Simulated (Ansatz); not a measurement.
Reaction (homolysis of the H–Sn bond): `[OH][SnH3]` → H• + `[OH][SnH2]`•

Gas-phase electronic energies from Ansatz, PBE0-D4/def2-TZVP geometries. CCSD(T)/CBS adds triple-zeta CCSD(T) − MP2 to the extrapolated MP2 energy (def2 sets, frozen cores). This one scheme is used for every species, atoms too. Functionals use def2-TZVPP. Open shells (•) are unrestricted, without spin–orbit coupling. Elements past krypton have def2 core potentials. Bonds to Sn are less sure, by a few kJ/mol each and by 10 to 20 or more in all where they break to atoms, as the def2 sets lack core-valence functions.

CCSD(T)/CBS gives +3.48 eV.

**Question.** Another level gave +3.42 eV. Which?
A. SCS-MP2/def2-TZVPP
B. BHLYP-D4/def2-TZVPP
C. PBE0-D4/def2-TZVPP
D. LDA (SPW92)/def2-TZVPP

**Answer.** A. SCS-MP2/def2-TZVPP 3.42, LDA (SPW92) 3.55, PBE0-D4 3.24, BHLYP-D4 3.36 eV.

Largest T1 diagnostic among the species: 0.017.

In def2-TZVPP, CCSD(T) changes the Hartree–Fock value by +0.81 eV (the triples alone add +0.00 eV) and MP2 by +0.70 eV; breaking electron pairs costs correlation energy, which Hartree–Fock lacks. At CCSD(T), def2-SVP lies −0.20 eV from the extrapolated value and def2-TZVPP −0.06 eV: correlation converges slowly with the basis, and small sets miss more of it in the bonded molecule than in its fragments. From PBE to PBE0 (25 % exact exchange), in def2-TZVPP and without D4, ΔE moves by +0.09 eV.
